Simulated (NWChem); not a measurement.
Program: NWChem. System: thiourea (CH₄N₂S), charge 0, spin multiplicity 1, at a geometry optimised with B3LYP/def2-SVP. Level: MP2/def2-TZVP, 8 core orbitals frozen.

The NWChem input:

```
start mol
memory heap 200 mb stack 900 mb global 1100 mb
geometry units angstroms nocenter noautoz
  N     -1.096516    -0.351608    -1.048769
  C      0.000000     0.000000    -0.315346
  N      1.096516     0.351608    -1.048769
  S      0.000000     0.000000     1.353408
  H     -1.189551    -0.054571    -2.014664
  H     -1.952430    -0.485514    -0.525175
  H      1.189551     0.054571    -2.014664
  H      1.952430     0.485514    -0.525175
  symmetry group C2
end
basis spherical
  * library def2-tzvp
end
scf
  rhf
  nopen 0
  maxiter 100
  thresh 1e-7
  semidirect memsize 60000000 filesize 0
end
mp2
  freeze core 8
end
task mp2 energy
```

NWChem printed:

```
             Northwest Computational Chemistry Package (NWChem) 7.3.0
             --------------------------------------------------------

                                NWChem Input Module
                                -------------------

 Scaling coordinates for geometry "geometry" by  1.889725989
 (inverse scale =  0.529177249)

 Turning off AUTOSYM since
 SYMMETRY directive was detected!

                             Geometry "geometry" -> ""
                             -------------------------

 Output coordinates in angstroms (scale by  1.889725989 to convert to a.u.)

  No.       Tag          Charge          X              Y              Z
 ---- ---------------- ---------- -------------- -------------- --------------
    1 N                    7.0000    -1.09651600    -0.35160800    -1.04876900
    2 C                    6.0000     0.00000000     0.00000000    -0.31534600
    3 N                    7.0000     1.09651600     0.35160800    -1.04876900
    4 S                   16.0000     0.00000000     0.00000000     1.35340800
    5 H                    1.0000    -1.18955100    -0.05457100    -2.01466400
    6 H                    1.0000    -1.95243000    -0.48551400    -0.52517500
    7 H                    1.0000     1.18955100     0.05457100    -2.01466400
    8 H                    1.0000     1.95243000     0.48551400    -0.52517500

 Effective nuclear repulsion energy (a.u.)     156.9925954962

            Nuclear Dipole moment (a.u.)
            ----------------------------
        X                 Y               Z
 ---------------- ---------------- ----------------
     0.0000000000     0.0000000000     0.0000151178

      Symmetry information
      --------------------

 Group name             C2
 Group number              4
 Group order               2
 No. of unique centers     5

      Symmetry unique atoms

     1    2    4    5    6


 Summary of "ao basis" -> "" (spherical)
 ------------------------------------------------------------------------------
       Tag                 Description            Shells   Functions and Types
 ---------------- ------------------------------  ------  ---------------------
[...]
     1   1 0 0      0.000000      0.000000      0.000000
     1   0 1 0      0.000000      0.000000      0.000000
     1   0 0 1     -2.143386      0.000000      0.000015

     2   2 0 0    -18.782909      0.000000     97.443245
     2   1 1 0      0.575884      0.000000     26.509108
     2   1 0 1      0.000000      0.000000     -0.000000
     2   0 2 0    -26.319996      0.000000      7.885618
     2   0 1 1     -0.000000      0.000000     -0.000000
     2   0 0 2    -21.679011      0.000000    192.738410

                   NWChem MP2 Semi-direct Energy/Gradient Module
                   ---------------------------------------------

  Basis functions       =    154
  Molecular orbitals    =    154
  Frozen core           =      8
  Frozen virtuals       =      0
  Active alpha occupied =     12
  Active beta occupied  =     12
  Active alpha virtual  =    134
  Active beta virtual   =    134
  Use MO symmetry       = T
  Use skeleton AO sym   = T

  AO/Fock/Back tols     =   1.0D-09  1.0D-09  1.0D-09

 GA uses MA = F    GA memory limited = T

 Available:
  local mem=  1.26D+08
 global mem=  1.44D+08
 local disk=  0.00D+00
  mp2_memr nvloc                   134
  nvloc new                   134
   1 passes of  12:        5242880                     128748                  63799072.
   1 passes of  12: M    126148368           G      144131768           F     120905488.

 Semi-direct pass number   1 of   1  for RHF alpha+beta  at       13.4s
  vrange nnbf                 11662
  mp2_eaftype                   243  avail_ma_in_mb                  1099
 EAF : mp2_eaftype filesize         243   31899536.
  mp2_eaf for mointskh                    243
Node 0 wrote    150.0 Mb in      0.1 s     Agg I/O rate:  1256.0 Mb/s
 Done moints_semi at       29.2s
  mp2_eaftype                   243  avail_ma_in_mb                   856
 EAF : mp2_eaftype filesize         243   31899536.
  mp2_eaf for kh                   243
 Done maket at       29.7s
 Done multipass loop at       29.7s

          -------------------------------------------
          SCF energy                -546.711429859810
          Correlation energy          -0.734725343230
          Singlet pairs               -0.456471903949
          Triplet pairs               -0.278253439281
          Total MP2 energy          -547.446155203039
          -------------------------------------------

          ---------------------------------------------------
                    Spin Component Scaled (SCS) MP2
          Same spin pairs                     -0.185502292854
          Same spin scaling factor             0.333333333333
          Opposite spin pairs                 -0.549223050376
          Opposite spin scaling fact.          1.200000000000
          SCS-MP2 correlation energy          -0.720901758069
          Total SCS-MP2 energy              -547.432331617879
          ---------------------------------------------------

 -----------------------
 Performance information
 -----------------------

 Timer overhead =  1.86D-07 seconds/call

               Nr. of calls         CPU time (s)                 Wall time (s)                GFlops
             ---------------    -------------------     ------------------------------   -------------------
Name         Min   Avg   Max    Min     Avg     Max     Min     Avg     Max   Mx/calls   Min     Max     Sum
mp2: moin     1     1     1    16.     16.     16.      16.     16.     16.     16.      0.0     0.0     0.0
mp2: make     1     1     1   0.53    0.53    0.53     0.53    0.53    0.53    0.53      0.0     0.0     0.0
mp2: tota     1     1     1    16.     16.     16.      16.     16.     16.     16.      0.0     0.0     0.0

 The average no. of pstat calls per process was 3.00D+00
 with a timing overhead of 5.58D-07s

 Task  times  cpu:       29.7s     wall:       29.7s

 Total times  cpu:       29.7s     wall:       29.7s
```
